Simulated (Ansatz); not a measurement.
Species: sum formula AlO2FH2, charge 0, multiplicity 1. 
Coordinates optimised at B3LYP-D3(BJ)/def2-TZVP (Ansatz, a quantum-chemistry and plane-wave program):
```xyz
6

O      1.5620    -0.5789     0.2039
Al    -0.0017     0.0185    -0.0024
O     -1.4285    -0.8808    -0.0113
F     -0.1500     1.6403    -0.2164
H      1.7945    -1.4974     0.3376
H     -1.4904    -1.8289     0.1012
```

Total electronic energies in hartree. Correlated levels leave the core frozen unless marked. Spin-orbit coupling is left out. No relativistic terms. CBS(X,Y): correlation extrapolated as X^-3; Hartree-Fock from the larger set (for Q and 5 zeta extrapolated as (X+1)exp(-9√X)). The bracket is a focal-point correction in the basis named.

| level | program | energy (Eh) |
|---|---|---|
| HF/STO-3G | Ansatz | -485.99446 |
| HF/aug-cc-pV(Q+d)Z | Ansatz | -492.59203 |
| BLYP-D3(BJ)/def2-TZVPD | Ansatz + dftd3 | -494.23082 |
| B3LYP-D4/def2-TZVPD | Ansatz + dftd4 | -494.27639 |
| BHLYP/def2-TZVPD | Ansatz | -494.14170 |
| PBE-QIDH/def2-TZVPD | Ansatz | -493.75960 |
| CCSD(T)/STO-3G | Ansatz | -486.13083 |
| RI-MP2/CBS(cc-pV(T+d)Z,cc-pV(Q+d)Z)+[CCSD(T)-MP2]/cc-pV(Q+d)Z | Ansatz | -493.5513 |
| CCSD(T)/CBS(cc-pV(Q+d)Z,cc-pV(5+d)Z) | Ansatz | -493.5580 |

Totals of different functionals don't rank their quality; only differences between species are comparable.
